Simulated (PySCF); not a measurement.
ZnCl₂, SMILES [Zn]([Cl])[Cl]. Atoms are numbered in the order given.

```xyz
3

Zn     0.0000     0.0000     0.0000
Cl     0.0000     0.0000    -2.0905
Cl     0.0000     0.0000     2.0905
```
Charge 0, spin multiplicity 1.

The structure is a stationary point at PBE-D3(BJ)/def2-TZVP. The isomer is the one that the SMILES or the coordinates give; other isomers of the formula were not compared.

The numbers are results of PBE0/def2-TZVPD run with PySCF, not measurements.

Computed frontier levels, gap, dipole moment and polarisability:
```
Item                                                                                                           Result
---------------------------------------------------------------------------------------------  ----------------------
highest occupied level                                                                                       -9.19 eV
lowest empty level                                                                                           -1.76 eV
orbital gap                                                                                                   7.43 eV
dipole moment                                                                                                  0.00 D
quadrupole, principal values (traceless, Buckingham form, about the centre of nuclear charge)   -9.63, 4.82, 4.82 D·Å
mean static polarisability                                                                       50.7 bohr³ (7.52 Å³)
polarisability, principal values                                                               40.6, 40.6, 70.9 bohr³
```
